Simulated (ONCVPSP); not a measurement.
**Pseudopotential generation for phosphorus: ONCV, PBEsol, scalar-relativistic.**

ONCVPSP 4.0.1 was run on this input:

```
# ATOM AND REFERENCE CONFIGURATION
# atsym  z   nc   nv     iexc    psfile
  P 15.00    3    2  -116133      upf
#
#   n    l    f
    1    0    2.00
    2    0    2.00
    2    1    6.00
    3    0    2.00
    3    1    1.50
#
# PSEUDOPOTENTIAL AND OPTIMIZATION
# lmax
    2
#
#   l,   rc,      ep,       ncon, nbas, qcut
    0    1.45    0.00    4    7    4.20
    1    1.65    0.00    3    6    4.20
    2    1.55    0.16    4    8    5.30
#
# LOCAL POTENTIAL
# lloc, lpopt,  rc(5),   dvloc0
    4    3    1.35    0.00
#
# VANDERBILT-KLEINMAN-BYLANDER PROJECTORs
# l, nproj, debl
    0    2    2.50
    1    2    3.50
    2    2    3.30
#
# MODEL CORE CHARGE
# icmod, fcfact, rcfact
    3    5.25    1.45
#
# LOG DERIVATIVE ANALYSIS
# epsh1, epsh2, depsh
   -3.00    5.00    0.02
#
# OUTPUT GRID
# rlmax, drl
    6.00    0.01
#
# TEST CONFIGURATIONS
# ncnf
    4
# nvcnf
#   n    l    f
    2
    3    0    2.00
    3    1    3.00
#
    2
    3    0    2.00
    3    1    2.00
#
    2
    3    0    2.00
    3    1    1.00
#
    2
    3    0    0.00
    3    1    5.00
#
```

Command:

```bash
oncvpsp.x < P.dat > P.out
```

Resulting log (shortened: citation, most of the input echo, consistency checks and plot data are left out):

```
ONCVPSP  (Optimized Norm-Conservinng Vanderbilt PSeudopotential)
scalar-relativistic version 4.0.1

#   n    l    f        energy (Ha)
    1    0    2.00    -7.7081366E+01
    2    0    2.00    -6.9961724E+00
    2    1    6.00    -5.1880964E+00
    3    0    2.00    -1.0443550E+00
    3    1    1.50    -7.0058722E-01

Reference configufation results
  iterations    25
  all-electron total energy (Ha)   -3.40652070D+02

Begin loop to  construct optimized pseudo wave functions
and semi-local pseudopoentials for all angular momenta

   Wellstate for l =  0  n =  5
     eigenvalue =   1.4556
     asymptotic potential =   1.9556
     half-point radius =  3.4543

Calculating optimized projector #   1

 for l=   0

    Fraction of norm inside rc  0.327891
    Optimizing pswf for qcut=   4.20 a_B^-1,  ecut=   8.83 Ha
    Residual kinetic energy error=  3.10D-03 Ha

    Energy error per electron        Cutoff
         Ha          eV             Ha
         0.01000     0.27211        7.05
         0.00100     0.02721       12.75
         0.00010     0.00272       40.75
         0.00001     0.00027       51.92

Calculating optimized projector #   2

 for l=   0

    Fraction of norm inside rc  0.075433
    Optimizing pswf for qcut=   4.20 a_B^-1,  ecut=   8.83 Ha
    Residual kinetic energy error=  6.88D-03 Ha

    Energy error per electron        Cutoff
         Ha          eV             Ha
         0.01000     0.27211        8.25
         0.00100     0.02721       35.66
         0.00010     0.00272       77.44
         0.00001     0.00027       89.81

   Wellstate for l =  1  n =  5
     eigenvalue =   2.7994
     asymptotic potential =   3.2994
     half-point radius =  2.8862

Calculating optimized projector #   1

 for l=   1

    Fraction of norm inside rc  0.342244
    Optimizing pswf for qcut=   4.19 a_B^-1,  ecut=   8.78 Ha
    Residual kinetic energy error=  2.87D-04 Ha

    Energy error per electron        Cutoff
         Ha          eV             Ha
         0.01000     0.27211        3.30
         0.00100     0.02721        4.89
         0.00010     0.00272       18.61
         0.00001     0.00027       40.47

Calculating optimized projector #   2

 for l=   1

    Fraction of norm inside rc  0.089664
    Optimizing pswf for qcut=   4.19 a_B^-1,  ecut=   8.78 Ha
    Residual kinetic energy error=  4.63D-03 Ha

    Energy error per electron        Cutoff
         Ha          eV             Ha
         0.01000     0.27211        7.16
         0.00100     0.02721       12.30
         0.00010     0.00272       26.11
         0.00001     0.00027       47.63

   Wellstate for l =  2  n =  4
     eigenvalue =   0.1600
     asymptotic potential =   0.6600
     half-point radius =  6.0540

   Wellstate for l =  2  n =  5
     eigenvalue =   3.4600
     asymptotic potential =   3.9600
     half-point radius =  2.7435

Calculating optimized projector #   1

 for l=   2

    Fraction of norm inside rc  0.117140
    Optimizing pswf for qcut=   5.31 a_B^-1,  ecut=  14.10 Ha
    Residual kinetic energy error=  3.09D-03 Ha

    Energy error per electron        Cutoff
         Ha          eV             Ha
         0.01000     0.27211       10.87
         0.00100     0.02721       25.39
         0.00010     0.00272       88.21
         0.00001     0.00027      102.73

Calculating optimized projector #   2

 for l=   2

    Fraction of norm inside rc  0.111530
    Optimizing pswf for qcut=   5.31 a_B^-1,  ecut=  14.10 Ha
    Residual kinetic energy error=  7.22D-02 Ha

    Energy error per electron        Cutoff
         Ha          eV             Ha
         0.01000     0.27211       20.41
         0.00100     0.02721       47.39
         0.00010     0.00272      109.97
         0.00001     0.00027      125.89

Construct Vanderbilt / Kleinmman-Bylander projectors

B matrix Hermiticity error, ll=   0
   1   2   -1.1935E-04

  Orthonormal projector coefficients  7.3639E+00  1.5273E+00

B matrix Hermiticity error, ll=   1
   1   2   -1.5320E-04

  Orthonormal projector coefficients  2.5409E+00  5.7975E-01

B matrix Hermiticity error, ll=   2
   1   2    6.8778E-05

  Orthonormal projector coefficients -5.6883E+00 -2.2511E+00

Model core correction analysis
  based on d2Exc/dn_idn_j

d2excae - all-electron derivatives

   -4.554545D-02   -4.014260D-02
   -4.014332D-02   -3.894176D-02

d2excps - pseudofunction derivatives with no core correction

   -4.915030D-02   -4.277087D-02
   -4.277325D-02   -4.072664D-02

rms 2nd derivative error    2.738843E-03

rmatch, rhocmatch    1.0534    1.1005

Teter function model core charge with specified parameters

d2excps - pseudofunction derivatives with core correction

   -4.211633D-02   -3.799837D-02
   -3.799830D-02   -3.757221D-02

rms 2nd derivative error    2.389216E-03

Pseudoatom total energy   -5.786078

Diagnostic tests using Vanderbilt-Kleinman-Bylander pseudopotentials
  1 or more projectors used as specified by nproj input data

   l    rcore       rmatch      e in        delta e   norm test  slope test

   0   1.4550312   1.4992091  -1.0443550  -0.0000036   1.0000355   0.9999308
   0   1.4550312   1.4992091   1.4556450   0.0000049   1.0002245   1.0002245

   1   1.6596935   1.7100854  -0.7005872   0.0000142   1.0000351   0.9945657
   1   1.6596935   1.7100854   2.7994128  -0.0000278   1.0002234   1.0002234

   2   1.5539967   1.6011794   0.1600000   0.0000112   1.0000478   1.0000478
   2   1.5539967   1.6011794   3.4600000   0.0000388   1.0001614   1.0001614

 Testing for bound ghosts
   n   l    E NL Schr. Eq   E Basis Diag.   E Cutoff

   1   0       -1.044359       -1.037700     88.02

   2   1       -0.700573       -0.693718     55.48

   3   2       -0.279637       -0.212242    142.16

 Testing for highly-localized positive-energy ghosts
       l    <radius>/rc     E Basis Diag.   E Cutoff

       0        0.816919        5.744404     88.02  WARNING - GHOST(+)

Test configuration 0

   n   l     f        eae           eps        diff
   1   0  2.0000  -77.08136642
   2   0  2.0000   -6.99617241
   2   1  6.0000   -5.18809644
   3   0  2.0000   -1.04435501   -1.04435861   -3.60D-06
   3   1  1.5000   -0.70058722   -0.70057301    1.42D-05

    Total energies and differences
      AE_ref= -3.40652070D+02  AE_tst= -3.40652070D+02  dif=  0.00D+00
      PS_ref= -5.78607755D+00  PS_tst= -5.78607755D+00  dif=  1.78D-15
      PSP excitation error= -1.78D-15

Test configuration 1

   n   l     f        eae           eps        diff
   1   0  2.0000  -76.44862841
   2   0  2.0000   -6.37853986
   2   1  6.0000   -4.56907659
   3   0  2.0000   -0.51144803   -0.51146299   -1.50D-05
   3   1  3.0000   -0.20137692   -0.20157180   -1.95D-04

    Total energies and differences
      AE_ref= -3.40652070D+02  AE_tst= -3.41313405D+02  dif= -6.61D-01
      PS_ref= -5.78607755D+00  PS_tst= -6.44765115D+00  dif= -6.62D-01
      PSP excitation error=  2.38D-04

Test configuration 2

   n   l     f        eae           eps        diff
   1   0  2.0000  -76.84685028
   2   0  2.0000   -6.76886262
   2   1  6.0000   -4.96014388
   3   0  2.0000   -0.85361955   -0.85363670   -1.72D-05
   3   1  2.0000   -0.52112793   -0.52123907   -1.11D-04

    Total energies and differences
      AE_ref= -3.40652070D+02  AE_tst= -3.40957002D+02  dif= -3.05D-01
      PS_ref= -5.78607755D+00  PS_tst= -6.09105281D+00  dif= -3.05D-01
      PSP excitation error=  4.28D-05

Test configuration 3

   n   l     f        eae           eps        diff
   1   0  2.0000  -77.33751556
   2   0  2.0000   -7.24264896
   2   1  6.0000   -5.43541786
   3   0  2.0000   -1.24568710   -1.24572622   -3.91D-05
   3   1  1.0000   -0.89082118   -0.89066488    1.56D-04

    Total energies and differences
      AE_ref= -3.40652070D+02  AE_tst= -3.40254658D+02  dif=  3.97D-01
      PS_ref= -5.78607755D+00  PS_tst= -5.38868792D+00  dif=  3.97D-01
      PSP excitation error=  2.19D-05

Test configuration 4

   n   l     f        eae           eps        diff
   1   0  2.0000  -76.56023844
   2   0  2.0000   -6.48789244
   2   1  6.0000   -4.67736994
   3   1  5.0000   -0.24118125   -0.24147060   -2.89D-04

    Total energies and differences
      AE_ref= -3.40652070D+02  AE_tst= -3.40683072D+02  dif= -3.10D-02
      PS_ref= -5.78607755D+00  PS_tst= -5.81735875D+00  dif= -3.13D-02
      PSP excitation error=  2.79D-04
```

The run took about 3.8 s on one core of a shared server CPU.
